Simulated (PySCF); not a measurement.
Ge(F)(Cl)(OH)2 (ClFGeH2O2), SMILES [Ge]([Cl])([OH])([F])[OH].

Coordinates come from a B3LYP-D3(BJ)/def2-SVP optimisation. This is a generated structure with no PubChem entry under its InChIKey; it may be hypothetical. Other conformers were not sampled.

These are PBE/def2-TZVP run with PySCF values and carry that method's errors.

Gas-phase values at a fixed geometry.

Computed frontier levels, gap, dipole moment and polarisability:
```json
{
  "highest_occupied_level": "-8.05 eV",
  "lowest_empty_level": "-2.18 eV",
  "orbital_gap": "5.87 eV",
  "dipole_moment": "0.399 e·Å",
  "quadrupole, principal values (traceless, Buckingham form, about the centre of nuclear charge)": "-7.69, 1.18, 6.52 D·Å",
  "mean_static_polarisability": "46.4 bohr³ (6.87 Å³)",
  "polarisability_principal_values": "39.5, 44.2, 55.4 bohr³"
}
```
